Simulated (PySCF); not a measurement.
Species: C₄H₁₁BO₂.
Geometry (PBE0-D3(BJ)/def2-SVP, Å), atoms numbered from 1 in this order:
```xyz
18
C4H11BO2 angstrom
C      2.496   -0.652    0.005
B      1.082   -0.039    0.347
O      0.856    0.734    1.456
O      0.042   -0.275   -0.491
C     -1.256    0.258   -0.260
C     -1.933    0.405   -1.608
C     -2.023   -0.649    0.686
H      2.459   -1.271   -0.902
H      2.874   -1.276    0.832
H      3.243    0.143   -0.156
H      1.650    0.866    1.979
H     -1.154    1.252    0.210
H     -2.936    0.842   -1.498
H     -1.340    1.055   -2.268
H     -2.031   -0.577   -2.096
H     -1.520   -0.702    1.663
H     -3.044   -0.272    0.846
H     -2.089   -1.666    0.269
```

All values: PBE0/pcSseg-1 and wB97X-D/def2-SVPD (PySCF, non-relativistic), on one gas-phase PBE0-D3(BJ)/def2-SVP geometry that isn't relaxed in the solvent. The solvent is an IEF-PCM continuum (van der Waals radii × 1.2). The model holds no explicit solvent molecules, cavitation or dispersion.

Gas phase at PBE0/pcSseg-1: HOMO -8.26 eV, LUMO 1.15 eV, dipole 1.29 D.

Task: What does the continuum do to the energy, the frontier levels and the dipole at PBE0/pcSseg-1 in chloroform and water?

Result: 
```
   solvent      ε  E(solvent) − E(gas) (kcal/mol)  polarisation term (kcal/mol)  distortion of the solute (kcal/mol)  HOMO (eV)  LUMO (eV)  dipole (D)
chloroform  4.711                           -3.54                         -3.81                                 0.27      -8.31       1.37        1.52
     water  78.36                           -5.15                         -5.77                                 0.62      -8.36       1.42        1.65
```

The polarisation term is half the interaction of the solute with the surface charges that it induces; the rest is the cost of distorting the solute's density. The sum is the electrostatic part of solvation alone. From chloroform to water the lowering changes by a factor 1.46, Onsager's factor (ε − 1)/(2ε + 1) by 1.38 and ε itself by 16.6.

Task: Which radius a makes the point-dipole formula ΔE = −[(ε − 1)/(2ε + 1)]·μ²/a³ give the value in water, with the gas-phase dipole?

Result: μ = 0.507 au and |ΔE| = 0.00821 Eh give a = 1.32 Å; the farthest nucleus lies 3.51 Å from the centroid of the nuclei, so such a sphere wouldn't even hold the nuclei. The formula assumes a rigid point dipole at the centre of a sphere.

Task: Give the dipole vector in the frame of the coordinates (D, pointing from negative to positive charge), gas and water.

Result: Gas (0.58, 0.54, 1.02), solvent (0.66, 0.72, 1.33). Its length changes by +28 % and its direction by 3°.

Task: Which Mulliken charges (PBE0/pcSseg-1) respond most in chloroform (means over atoms taken as equivalent)?

Result: 
```csv
atoms,environment,gas (e),solvent (e),change
H11,hydroxyl hydrogen,+0.241,+0.261,+0.020
O3,boron-bound oxygen,-0.418,-0.435,-0.017
O4,boron-bound oxygen,-0.493,-0.508,-0.015
C1,sp3 carbon bound to boron,-0.561,-0.571,-0.010
C6/C7,methyl carbon,-0.236,-0.245,-0.009
H8/H9/H10,methyl hydrogen,+0.132,+0.137,+0.005
H13 (×6),methyl hydrogen,+0.115,+0.119,+0.004
C5,sp3 carbon bound to oxygen,-0.050,-0.048,+0.002
```

Task: How do the nuclear quadrupole coupling constants eQVzz/h respond in chloroform?

Result: 
```tsv
nucleus	Q (barn)	gas (MHz)	solvent (MHz)	η gas	η solvent
11B at B2	0.04059	3.33	3.35	0.40	0.40
17O at O3	-0.0256	-8.43	-8.05	0.22	0.22
17O at O4	-0.0256	-9.10	-9.03	0.03	0.04
```

Gas phase at wB97X-D/def2-SVPD: HOMO -10.25 eV, LUMO 1.63 eV, dipole 1.14 D.

Task: What does the continuum do to the energy, the frontier levels and the dipole at wB97X-D/def2-SVPD in chloroform and water?

Result: 
```json
{"solvent": "chloroform", "ε": "4.711", "E(solvent) − E(gas) (kcal/mol)": "-3.40", "polarisation term (kcal/mol)": "-3.71", "distortion of the solute (kcal/mol)": "0.31", "HOMO (eV)": "-10.29", "LUMO (eV)": "1.76", "dipole (D)": "1.39"}
{"solvent": "water", "ε": "78.36", "E(solvent) − E(gas) (kcal/mol)": "-4.98", "polarisation term (kcal/mol)": "-5.71", "distortion of the solute (kcal/mol)": "0.73", "HOMO (eV)": "-10.33", "LUMO (eV)": "1.79", "dipole (D)": "1.54"}
```

Task: How does the static polarisability (wB97X-D/def2-SVPD, frozen core, with the continuum's full static response) change?

Result: 
```
    medium  isotropic (au)  principal values (au)  ⟨r²⟩ of the electrons (bohr²)
       gas            71.9       63.5, 69.2, 83.0                          971.1
chloroform            86.4       78.1, 84.8, 96.4                          970.1
     water            94.1      86.6, 93.7, 102.1                          969.6
```

The isotropic value in water is 1.31 times the gas-phase one; no cavity-field correction is applied. ⟨r²⟩ is taken about the centre of nuclear charge.

Note: wB97X-D ran without an empirical dispersion term, which enters the total energy and its gradient alone.
